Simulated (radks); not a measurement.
Question: All-electron atom: neutral rhenium in [Xe] 4f14 5d5 6s2. Calculated with a radial shooting solver on a logarithmic mesh with Libxc functionals: Dirac Kohn-Sham, PBE, spin-unpolarised, spherical densities, finite nucleus; open shells fill j = l - 1/2 first; Fermi nuclear charge, rms radius 5.3698 fm. Some entries of the table are withheld. Estimate them.

orbital,occ.,eigenvalue (hartree),<1/r> (bohr^-1),<r^2> (bohr^2)
1s1/2,2,-2628.739,88.71,0.0004481
2s1/2,2,-455.4597,21.63,0.006820
2p1/2,2,-435.9023,21.60,0.004860
2p3/2,4,-382.9977,18.04,0.006057
3s1/2,2,-105.4263,7.942,0.04448
3p1/2,2,-96.67449,7.858,0.04075
3p3/2,4,-85.18556,6.936,0.04730
3d3/2,4,(1),6.831,0.03659
3d5/2,6,(2),6.614,0.03839
4s1/2,2,-21.98460,3.342,0.2193
4p1/2,2,-18.32916,3.232,0.2256
4p3/2,4,-15.64903,2.911,0.2604
4d3/2,4,-9.64031,2.699,0.2822
4d5/2,6,-9.14509,2.622,0.2952
5s1/2,2,-3.10825,(3),1.209
5p1/2,2,-2.00429,1.175,1.469
5p3/2,4,-1.60195,1.060,1.749
4f5/2,6,-1.58425,2.180,0.4131
4f7/2,8,-1.49197,2.148,0.4265
6s1/2,2,-0.21540,0.4118,10.92
5d3/2,4,-0.20859,0.7022,4.375
5d5/2,1,-0.17670,0.6704,4.848

Answer: 
(1) 3d3/2 eigenvalue (hartree): -70.45353
(2) 3d5/2 eigenvalue (hartree): -67.95955
(3) 5s1/2 <1/r> (bohr^-1): 1.305
